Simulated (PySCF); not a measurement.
**Exercise with solution: refractive index and permittivity of the vapour**

C₄H₇NO, SMILES COCCC#N.

Coordinates come from a ωB97X-D3(BJ)/def2-SVP optimisation. Other conformers were not sampled.

PySCF with ωB97X/def2-TZVP gives a mean static polarisability of 56.0 bohr³ and a dipole moment of 3.94 D. Take an ideal gas at 298.15 K and 1 bar, whether or not the substance is that volatile.

Task: Work out n − 1 in the optical limit and the static ε − 1.

Result: 
Polarisability volume α' = 56.0 × 0.148185 = 8.30 Å³. Number density N = p/kT = 2.43e-5 Å⁻³.
Dilute limit of Lorentz–Lorenz: n − 1 = 2π N α' = 0.0013.
Orientation term of Debye: μ²/(3kT) = 8.098 Å³ × μ²(D²) = 125.71 Å³.
ε − 1 = 4π N (α' + μ²/3kT) = 0.041. Orientation of the dipole supplies 94 % of the static response; it can't follow optical fields. Vibrational polarisation and dispersion are left out.
